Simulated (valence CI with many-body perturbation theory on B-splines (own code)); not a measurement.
## Run record, W52+

Computed by relativistic CI+MBPT: four valence electrons over a frozen Dirac-Fock core [Ar], radial functions for each j: 9 s, 9 p, 10 d, 8 f, 5 g, 3 h, 1 i, with the one-electron correlation potential Σ1 (screened to all orders), the two-electron term Σ2, the three-electron term Σ3, Breit, model QED; selected single and double excitations, second order for the rest (own B-spline code, finite nucleus).

Command, and the settings that its task file holds:

```sh
python run_cv.py task.json out
```

```
atom W  Z=74  mass_number=184  rms_radius_fm=5.3658
core [Ar]
valence 3d4
avg = 1
basis = L
breit = 1
cap = 40000
capref = 1200
cscale = 1
de = 0.0
dress = 0
eps = 2e-08
h = 0.27
hh = 1
l2 = 3
lcore = 6
maxit = 60
n2 = 5
natural = 1
nlev = 60
nno = [6, 6, 7, 6, 4, 3, 1]
nroot = 26
nsp = [3, 3, 3, 2, 1, 0, 0]
pt2 = 1
qed = 1
rpa = 1
s1 = 1
s2 = 1
s3 = 1
screen = 1
tol = 2e-05
```

(1) Roughly how long does this run take on one core of Arm Neoverse V2, and how much memory?

Log. The first blocks belong to the next ion, which gives the ionisation energy. Fields: 2J, parity (1 odd), roots, reference size, generating configurations, candidates as configurations/state functions, variational space P, stored matrix elements, Davidson steps; e2 is the range of second-order energies in hartree. The first line gives the box (bohr), its intervals, the orbitals and the steps of their self-consistent field. Window is the range of levels sought, series limit the energy at which the first omitted orbital would enter, core excitation an estimate of the first excitation out of the core, left out the lowest levels not solved, and shifts from estimates the range by which levels moved from their first estimate, all in cm⁻¹.

```
rmax 2.2 intervals 56 orbitals 81 references ['3d4', '3d3 4s', '3d3 4p'] scf 3 t 0.8
2J=3 par=0 roots 2 ref 41 generators 3 cand 3047/7521 P 1473/3725 nnz 3.9e+06 it 4
2J=3 par=0 roots 2 ref 41 generators 4 cand 1596/3837 P 1934/4994 nnz 6.7e+06 it 4
   second order: generators 6 cand 2559/5833 e2 -0.00001 -0.00001
reference levels 704, estimated 34, window 1940541 1/cm; series limit 30594345, core excitation 2425677
2J=0 par=0 roots 5 ref 19 generators 4 cand 3194/5611 P 3218/6023 nnz 7e+06 it 4
2J=0 par=0 roots 5 ref 19 generators 4 cand 1169/2107 P 3789/7107 nnz 9.8e+06 it 4
   second order: generators 8 cand 8250/21432 e2 -0.00002 -0.00000
2J=2 par=0 roots 4 ref 43 generators 3 cand 4275/19662 P 1502/7999 nnz 1.5e+07 it 4
2J=2 par=0 roots 4 ref 43 generators 3 cand 3218/14204 P 3378/16974 nnz 6.2e+07 it 4
   second order: generators 4 cand 4533/30779 e2 -0.00002 -0.00001
2J=8 par=0 roots 7 ref 48 generators 4 cand 4551/35078 P 929/7986 nnz 1.5e+07 it 5
2J=8 par=0 roots 7 ref 48 generators 4 cand 3922/29633 P 3077/24859 nnz 1.3e+08 it 7
   second order: generators 6 cand 8077/90452 e2 -0.00010 -0.00006
2J=4 par=0 roots 8 ref 61 generators 4 cand 4578/30375 P 1017/8000 nnz 1.5e+07 it 6
2J=4 par=0 roots 8 ref 61 generators 4 cand 3882/24929 P 3605/25138 nnz 1.3e+08 it 7
   second order: generators 5 cand 4494/45691 e2 -0.00004 -0.00002
2J=6 par=0 roots 6 ref 57 generators 3 cand 4613/35108 P 897/7996 nnz 1.6e+07 it 4
2J=6 par=0 roots 6 ref 57 generators 3 cand 4006/29659 P 2935/24255 nnz 1.3e+08 it 5
   second order: generators 4 cand 5168/57934 e2 -0.00010 -0.00006
2J=10 par=0 roots 2 ref 29 generators 2 cand 4309/30429 P 939/7998 nnz 1.7e+07 it 4
2J=10 par=0 roots 2 ref 29 generators 2 cand 3686/24957 P 2804/22480 nnz 1.2e+08 it 5
   second order: generators 2 cand 1821/10475 e2 -0.00004 -0.00003
2J=12 par=0 roots 2 ref 15 generators 2 cand 3814/23877 P 1199/7988 nnz 1.7e+07 it 4
2J=12 par=0 roots 2 ref 15 generators 2 cand 3034/18404 P 2963/18999 nnz 8.5e+07 it 4
   second order: generators 2 cand 1270/7393 e2 -0.00003 -0.00002
left out: unestimated 15784000, estimated none, shifts from estimates -302 to 49
operators 1.3
```

The Davidson iterations converged.

The last digits are not significant, and no measured levels were compared; by estimate large intervals hold to a few tenths of a per cent, small ones and those within an open d or f shell to about a per cent. The list stops below the first excitations out of the core. Only levels of the ground parity were solved; by the run's estimate the other parity begins above the list, which can be wrong where configurations are misplaced.

```
Valence energy                            : -754.2801 hartree
Ionisation energy                         : 4920.7 eV (NIST: 4927 ± 4 eV (semi-empirical))
Reference configurations for the orbitals : 3d4, 3d3 4s, 3d3 4p
Radial orbitals                           : 81
Box radius                                : 2.162 bohr
Largest variational space                 : 25138
Lowest levels                             : (3d3/2^4) J=0 0.00, (3d3/2^3 3d5/2) J=1 64.09, (3d3/2^3 3d5/2) J=4 75.97, (3d3/2^3 3d5/2) J=2 79.13, (3d3/2^3 3d5/2) J=3 82.52, (3d3/2^2 3d5/2^2) J=0 [a] 136.84, (3d3/2^2 3d5/2^2) J=2 [a] 137.40, (3d3/2^2 3d5/2^2) J=4 [a] 139.65, (3d3/2^2 3d5/2^2) J=3 [a] 141.70, (3d3/2^2 3d5/2^2) J=5 145.32, (3d3/2^2 3d5/2^2) J=6 148.13, (3d3/2^2 3d5/2^2) J=1 150.57, (3d3/2^2 3d5/2^2) J=3 [b] 153.64, (3d3/2^2 3d5/2^2) J=4 [b] 154.01 eV
```

Levels are named by their leading jj configuration (3d3/2^4 stands for four electrons in 3d with j = 3/2), which in mixed levels can hold well under half, so a name can repeat and another be missing. Letters in brackets count levels of one name in rising energy.

Results:

(1) 90 s on 1 thread of Arm Neoverse V2, with other jobs on the host, peak memory 1.1 GiB.
